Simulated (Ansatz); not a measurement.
Potential energy surface of H6BN, singlet: internal rotation, threefold axis kept, other coordinates relaxed. Scanned: torsion (0 = eclipsed). Other coordinates (B-N length, H-B-N angle, H-N-B angle, B-H length, N-H length) were minimised at B3LYP/def2-TZVP.

Computed with CCSD(T) on RHF/aug-cc-pVQZ, frozen core (Ansatz, an electronic-structure program).

Scanned values (°): 0, 13, 23, 33, 43, 53, 60.

**Question.** Locate the minima and the barriers on this grid.

**Answer.** Lower than their neighbours: 60° (0.00 kJ/mol, end of the scan). Higher than their neighbours: 0° (8.22 kJ/mol, end of the scan). The whole profile spans 8.22 kJ/mol.
